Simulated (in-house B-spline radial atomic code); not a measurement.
# The manganese ion Mn⁵⁺: [He] 2s2 (2p1/2)1 (2p3/2)4 3s2 3p6 3d3 (with a hole in an inner shell)

Level of theory: Dirac-Hartree-Fock, average of the jj configuration, Fermi nucleus of rms radius 3.7057 fm; calculated with a radial B-spline atomic code at the basis-set limit.

Screening seen three ways: the hydrogenic charge with the same mean radius, Z_r = [3n² - l(l+1)]/(2<r>), the one with the same energy, Z_e = n√(-2ε), and Slater's rules. Values are occupation-weighted means over j.

| shell | electrons | ε (eV) | <r> (bohr) | Z_r | Z_e | Slater |
| --- | --- | --- | --- | --- | --- | --- |
| 1s | 2 | -6756.8 | 0.0608 | 24.67 | 22.28 | 24.70 |
| 2s | 2 | -923.4 | 0.2742 | 21.88 | 16.48 | 21.20 |
| 2p | 5 | -806.81 | 0.2426 | 20.61 | 15.40 | 21.20 |
| 3s | 2 | -192.57 | 0.8015 | 16.84 | 11.29 | 14.60 |
| 3p | 6 | -153.13 | 0.8278 | 15.10 | 10.06 | 14.60 |
| 3d | 3 | -99.683 | 0.8575 | 12.24 | 8.12 | 7.30 |

The least bound orbital is 3d3/2 at -99.28 eV, and it is also the most diffuse (<r> = 0.8609 bohr). The part-filled 2p shell lies below the filled 3p shell in orbital energy.

For the 1s electron the small component carries 0.808 % of the norm, the zero-frequency Breit interaction raises the level by 7.116 eV, self-energy by 3.607 eV, and vacuum polarisation lowers it by 0.3007 eV.
